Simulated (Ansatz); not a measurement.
Consider the formal hydrolysis of the In–Br bond: `[NH2][In]([NH2])[Br]` + H₂O → `[NH2][In]([NH2])[OH]` + HBr.

Program: Ansatz. Geometries: PBE0-D4/def2-TZVP. ΔE: electronic, gas phase. CCSD(T)/CBS adds triple-zeta CCSD(T) − MP2 to the extrapolated MP2 energy (def2 sets, frozen cores). This one scheme is used for every species. DFT in def2-TZVPP. HSE06 is defined as in plane-wave codes. def2 core potentials past Kr. For Br, In outer-core shells are correlated without core-valence functions, which leaves a few kJ/mol of doubt a bond. Scalar relativity is left out up to krypton. One conformer a species, not always the lowest.

```json
{"species": "`[NH2][In]([NH2])[Br]`", "HSE06-D4 energy (Eh)": "-2875.90462"}
{"species": "H₂O", "HSE06-D4 energy (Eh)": "-76.37741"}
{"species": "`[NH2][In]([NH2])[OH]`", "HSE06-D4 energy (Eh)": "-377.77172"}
{"species": "HBr", "HSE06-D4 energy (Eh)": "-2574.46326"}
```

Q: Work out ΔE.

A: ΔE = (-377.77172) + (-2574.46326) − (-2875.90462) − (-76.37741) = 0.04705 Eh = +123.5 kJ/mol. CCSD(T)/CBS gives +117.2 kJ/mol.

Largest T1 diagnostic among the species: 0.015.

Leaving LDA and LC-ωPBE aside and taking each functional with its dispersion term where it has one, the values, not all of them listed here, spread over 20.5 kJ/mol, from BLYP-D4 to BHLYP-D4. From BLYP to BHLYP (50 % exact exchange), in def2-TZVPP and without D4, ΔE moves by +18.7 kJ/mol. In def2-TZVPP, CCSD(T) changes the Hartree–Fock value by −20.4 kJ/mol (the triples alone add −2.3 kJ/mol) and MP2 by −17.1 kJ/mol.
